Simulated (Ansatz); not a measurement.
`[CH3][Ti]([CH3])([OH])[OH]` at its PBE0-D4/def2-TZVP geometry, where that method's forces vanish. The species carries charge 0 and has multiplicity 1.

```
atom   x (Å)   y (Å)   z (Å)
  C1   0.670  -0.957  -1.395
 Ti2   0.287   0.340   0.170
  C3  -1.608  -0.155   0.837
  O4   1.440  -0.018   1.476
  O5   0.224   1.992  -0.487
  H6  -0.082  -0.817  -2.178
  H7   1.661  -0.771  -1.820
  H8   0.629  -1.989  -1.033
  H9  -2.327  -0.025   0.022
 H10  -1.904   0.483   1.675
 H11  -1.618  -1.199   1.167
 H12   2.127   0.213   2.097
 H13   0.500   2.903  -0.532
```

**Question.** For each bond, give half the difference of the two atoms' forces along it (eV/Å; positive pushes the atoms apart) under PBE-D4, r2SCAN-D4, B3LYP-D4, ωB97M-V in def2-TZVPP. (Estimate.)

**Answer.** Ansatz gave: 
```tsv
bond	length (Å)	PBE-D4	r2SCAN-D4	B3LYP-D4	ωB97M-V
C1–Ti2	2.068	-0.04	0.01	0.08	-0.03
C1–H6	1.095	0.10	-0.02	-0.07	-0.05
C1–H7	1.094	0.08	-0.04	-0.07	-0.04
C1–H8	1.095	0.10	-0.02	-0.07	-0.05
Ti2–C3	2.068	-0.04	0.01	0.08	-0.03
Ti2–O4	1.779	0.06	0.15	0.19	0.12
Ti2–O5	1.779	0.06	0.15	0.19	0.12
C3–H9	1.095	0.10	-0.02	-0.07	-0.05
C3–H10	1.094	0.08	-0.04	-0.07	-0.04
C3–H11	1.095	0.10	-0.02	-0.07	-0.05
O4–H12	0.954	0.30	-0.05	-0.10	-0.10
O5–H13	0.954	0.30	-0.05	-0.10	-0.10
```

B3LYP here is the variant with VWN-RPA as its local correlation; programs differ in this.
